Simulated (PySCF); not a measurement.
SiBr2, SMILES Br[Si]Br (connectivity only; charge and spin as stated), neutral, multiplicity 1.

Geometry optimised at PBE0-D3(BJ)/def2-TZVP. The isomer is the one that the SMILES or the coordinates give; other isomers of the formula were not compared.

Two levels are set side by side: TDDFT-PBE/def2-SVPD (PySCF) and ADC(2)/aug-cc-pVDZ (PySCF). Vertical, same geometry; the bases differ. Differences are taken from unrounded values.

| quantity | ADC(2) |
|---|---|
| lowest singlet excitation (eV) | 3.42 |

### Question
What does TDDFT-PBE give, and how far is it from ADC(2)? (Estimate from the structure and the level; the computed values follow.)

### Answer

```tsv
quantity	TDDFT-PBE	TDDFT-PBE minus ADC(2)
lowest singlet excitation (eV)	3.20	-0.21
```

Functionals without exact exchange tend to place singlet excitations lower, as here. Differences between two approximate levels are no errors against the true value.

Rough cost on one machine, each run with all the roots and properties that it gave: ADC(2) against TDDFT-PBE about 30 times.
